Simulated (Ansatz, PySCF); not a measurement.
Dissociation curve of CuCl, singlet.

Levels: RKS-PBE = Ansatz (a quantum-chemistry and plane-wave program) with restricted PBE/def2-SVP; RKS-LDA (SVWN5) = restricted LDA (SVWN5)/def2-SVP (PySCF); UKS-wB97X-V = unrestricted wB97X-V/def2-SVP in PySCF; UKS-LDA (SVWN5) = unrestricted LDA (SVWN5)/def2-SVP run with PySCF; RCCSD(T) = CCSD(T) on RHF/def2-SVP, 10 core orbitals frozen (PySCF).

Energies are in kJ/mol, each relative to the lowest point of its own curve near equilibrium.

| R / Å | RKS-PBE | RKS-LDA (SVWN5) | UKS-wB97X-V | UKS-LDA (SVWN5) | RCCSD(T) |
|---|---|---|---|---|---|
| 1.67 | 221.5 | 185.0 | 236.5 | 185.0 | 263.5 |
| 1.77 | 104.3 | 79.6 | 113.6 | 79.6 | 133.7 |
| 1.88 | 35.1 | 21.4 | 39.8 | 21.4 | 52.1 |
| 1.93 | 17.8 | 8.5 | 21.0 | 8.5 | 29.9 |
| 2.03 | 1.4 | 0.0 | 2.2 | 0.0 | 5.5 |
| 2.08 | 0.0 | 2.1 | 0.0 | 2.1 | 0.9 |
| 2.11 | 0.8 | 5.0 | 0.4 | 5.0 | 0.0 |
| 2.22 | 11.6 | 22.4 | 10.4 | 22.4 | 6.1 |
| 2.30 | 24.9 | 39.9 | 23.6 | 39.9 | 17.1 |
| 2.41 | 47.3 | 67.5 | 46.7 | 67.5 | 37.8 |
| 2.59 | 88.4 | 115.5 | 90.5 | 115.5 | 78.7 |
| 2.82 | 140.3 | 174.0 | 148.3 | 174.0 | 133.6 |
| 3.15 | 204.0 | 244.1 | 224.7 | 244.1 | 205.3 |
| 3.44 | 247.9 | 291.7 | 279.9 | 291.4 | 255.5 |
| 3.71 | 279.5 | — | 315.1 | 324.0 | 287.9 |
| 4.15 | 316.2 | — | 349.4 | 358.0 | 301.1 |
| 4.59 | 340.2 | — | 366.9 | 375.6 | 250.8 |
| 5.11 | 358.2 | — | 375.9 | 386.8 | — |
| 5.60 | 368.5 | — | 378.5 | 392.6 | — |
| 6.28 | 376.4 | — | 379.2 | 396.6 | — |
| 7.23 | 381.6 | — | 379.4 | 399.4 | — |
| 8.39 | 384.7 | — | 379.4 | 401.2 | — |

At the longest distance, 8.39 Å, UKS-LDA (SVWN5) lies highest above its minimum (401.2 kJ/mol) and UKS-wB97X-V lowest (379.4 kJ/mol).

The RCCSD(T) curve passes through a maximum at 4.15 Å and then falls by 50.3 kJ/mol up to the last usable point.

A dash means that the run gave no value there, or that the column was ended at a point which the program doubted or which failed a test of continuity chosen for this set; such a test can also cut sound points.

The restricted form behind RKS-PBE, RKS-LDA (SVWN5) keeps the bonding electrons paired and can't separate into open-shell fragments. The unrestricted determinant behind UKS-wB97X-V is spin-contaminated at 3.44 to 8.39 Å (<S²> up to 1.0, against 0.00 for a pure singlet). The unrestricted determinant behind UKS-LDA (SVWN5) is spin-contaminated at 3.44 to 8.39 Å (<S²> up to 0.8, against 0.00 for a pure singlet). At the longest distance UKS-LDA (SVWN5) leaves fractional charges on the fragments, a sign of delocalisation error or of the restricted form. The T1 diagnostic of CCSD on the restricted reference of RCCSD(T) exceeds 0.045 at 3.71 to 8.39 Å.
